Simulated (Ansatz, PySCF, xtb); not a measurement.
Dimer: HCl (SMILES Cl) (first 2 atoms) with CH3F (SMILES CF); geometry from B3LYP-D3(BJ)/def2-TZVP, rigid monomers moved along the line of their centres of mass till H2···F4 is 1.74 Å.
(charge 0, multiplicity 1):
```xyz
7

Cl     0.165     0.052    -0.136
H      0.215     0.509     1.070
C     -0.468    -0.551     3.335
F      0.072     0.629     2.803
H      0.249    -0.960     4.045
H     -1.405    -0.302     3.831
H     -0.639    -1.249     2.516
```

Monomers are frozen at their geometry in the pair; levels with a basis set take the counterpoise correction. Rows marked so take none.

Correlated levels freeze the cores. Rows in 6-31G* carry no dispersion term and start afresh at each structure (6-31G* with six Cartesian d functions).

Codes used: Ansatz (a program for electronic structure) with Gaussian orbitals; PySCF for 6-31G* rows; xtb for the GFN methods. 

```
level                            interaction energy (kJ/mol)
-------------------------------  ---------------------------
GFN-FF                                                 -11.3
GFN1-xTB                                                -8.4
GFN2-xTB                                                -7.7
HF/aug-cc-pV(T+d)Z                                      -1.5
PBE/def2-TZVPPD                                        -12.0
M06-2X/6-31G* (no counterpoise)                        -25.1
wB97M-V/def2-TZVPPD                                    -13.3
SCS-MP2/aug-cc-pV(D+d)Z                                 -7.5
SCS-MP2/aug-cc-pV(T+d)Z                           (withheld)
```

Question: What belongs in the gaps?

Answer: 
- SCS-MP2/aug-cc-pV(T+d)Z, interaction energy (kJ/mol): -9.4
